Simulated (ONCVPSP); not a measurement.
**Ranking ONCV potentials for N (Z = 7)**

All share these settings but for the change named:

ONCVPSP 4.0.1 input, shortened (lines: element, Z, core and valence counts, functional; n l f; lmax; l rc ep ncon nbas qcut; lloc lpopt rc5 dvloc0; l nproj debl; icmod fcfact rcfact), PBEsol, scalar-relativistic:

```
  N 7.00    1    2  -116133      upf
    1    0    2.00
    2    0    2.00
    2    1    2.50
    1
    0    0.95    0.00    4    8    8.70
    1    2.50    0.00    4    8    4.80
    4    3    0.65    0.00
    0    1    2.10
    1    3    2.80
    2    0.25    0.95
```

Test errors are all-electron minus pseudo excitation energies from the reference, over 2s2 2p3; 2s2 2p2; 2s2 2p1; 2s0 2p5. None of these files shows a bound ghost.

The base gives 1006.8 meV.

Of 6 variants that were run, those that failed, showed a ghost or another fault, or gave nearly equal values are left out.

A variant can come out equal or close to the base, since the largest error may sit in a test that the change hardly touches while other tests move.

Problem. Rank these variants by their largest absolute test error, smallest first.
A. all radii but the core radius scaled by about 1.25 (s 1.18, p 3.12 bohr); local potential polynomial inside 0.80 bohr (lpopt 3, dvloc0 0 Ha)
B. all radii but the core radius scaled by about 1.03 (s 0.98, p 2.58 bohr); local potential polynomial inside 0.68 bohr (lpopt 3, dvloc0 0 Ha)
C. all radii but the core radius scaled by about 1.12 (s 1.06, p 2.80 bohr); local potential polynomial inside 0.72 bohr (lpopt 3, dvloc0 0 Ha)
D. all radii but the core radius scaled by about 0.80 (s 0.76, p 2.00 bohr); local potential polynomial inside 0.52 bohr (lpopt 3, dvloc0 0 Ha)
E. all radii but the core radius scaled by about 0.87 (s 0.82, p 2.18 bohr); local potential polynomial inside 0.56 bohr (lpopt 3, dvloc0 0 Ha)

Solution. D (601.4 meV), E (737.4 meV), B (1072.1 meV), C (1278.9 meV), A (1581.0 meV).
